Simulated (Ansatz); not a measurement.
Precursor series Sc Cl-F. All species are isolated molecules in the gas phase.

Quantity: redistribution energy (mixed species minus the weighted end members), in kJ/mol.

Case: 1 of 3 Cl replaced by F: [Sc(Cl)2(F)]. The other species in the difference include [Sc(Cl)3] (neutral, multiplicity 1). Geometry of [Sc(Cl)2(F)] (neutral, multiplicity 1, Å):

```xyz
4

Sc    -0.0103    -0.0062     0.0193
Cl    -2.0537    -0.9530    -0.3637
Cl     0.3846     1.4719     1.7157
F      1.3616    -0.4482    -1.0739
```

**Question.** Estimate the redistribution energy (mixed species minus the weighted end members) that frozen-core MP2/def2-TZVPP // PBE-D3(BJ)/def2-SVP (Ansatz, a quantum-chemistry and plane-wave program) returns for this input.

**Answer.** -1.13 kJ/mol.
